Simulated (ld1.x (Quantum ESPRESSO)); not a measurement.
**What one change does to a pseudopotential (iodine (I), TM)**

- Element: iodine
- Generator: ld1.x (Quantum ESPRESSO) 7.5
- Type: norm-conserving Troullier–Martins (Kleinman–Bylander form)
- Functional: PBE
- Relativity: scalar-relativistic
- Frozen core: [Kr] 4d10
- Valence charge: 7
- Reference configuration: 5s2 5p4.5 (charge +0.5)
- Partial waves: 5p (bound): rc 2.10 bohr; 5d channel at 0.35 Ry: rc 1.60 bohr; 5s (bound): rc 1.75 bohr
- Local potential: the s channel
- Core correction: a·sin(br)/r model core, default radius (core density twice the valence density)

All-electron outer shells of the reference configuration (PBE, scalar-relativistic, ld1.x):

| shell | level (eV) | outermost node (bohr) | outermost maximum (bohr) |
| --- | --- | --- | --- |
| 4d | -54.87 | 0.35 | 0.78 |
| 5s | -21.70 | 0.88 | 1.70 |
| 5p | -11.09 | 0.96 | 2.00 |

Change: all radii but the core radius scaled by about 1.28 (s 2.24, p 2.68, d 2.04 bohr).

Cutoffs: the cutoffs (Ry, on a coarse ladder) from which the occupation-weighted sum of valence levels, in a spherical-Bessel basis at the reference potential, stays within 10 and 1 mRy of its value at 400 Ry; they do not see the model core or the augmentation charge, which bear on the density cutoff. Errors are all-electron minus pseudo energies relative to the spin-unpolarised reference configuration.

Q: Predict the effect on cutoff, ghosts and configuration errors.

A: The potential gets softer (35 Ry and 55 Ry → 25 Ry and 35 Ry); the bound ghost in d disappears; of the 7 tests that both files solve, the error grows in 3 and shrinks in 0 by more than 15 % and 0.3 meV (median size 12.0 → 12.1 meV). A larger radius leaves more room for a smooth pseudo-wave, so fewer plane waves are needed. More of the atom is replaced by a form fitted at one configuration, so other configurations suffer.

```tsv
quantity	base	changed
cutoff, loose	35 Ry	25 Ry
cutoff, tight	55 Ry	35 Ry
loose cutoff by channel (10 mRy a level)	p 15 Ry, s 25 Ry	p 6 Ry, s 12 Ry
bound ghosts	d	none
error for 5s2 5p5, meV [ΔE -4.53 eV]	+1.3	+1.6
error for 5s2 5p4, meV [ΔE 6.60 eV]	-2.0	-1.8
error for 5s2 5p3, meV [ΔE 26.45 eV]	-12	-12
error for 5s2 5p1, meV [ΔE 95.20 eV]	-123	-167
error for 5s1 5p6, meV [ΔE 5.88 eV]	-8.1	-9.0
error for 5s1 5p5, meV [ΔE 17.58 eV]	-14	-12
error for 5s2 5p2, meV [ΔE 55.77 eV]	-43	-52
```

 A true bound ghost makes a file unfit for plane-wave use even where its test errors are small: the radial tests pick states by their node count and pass the ghost by.
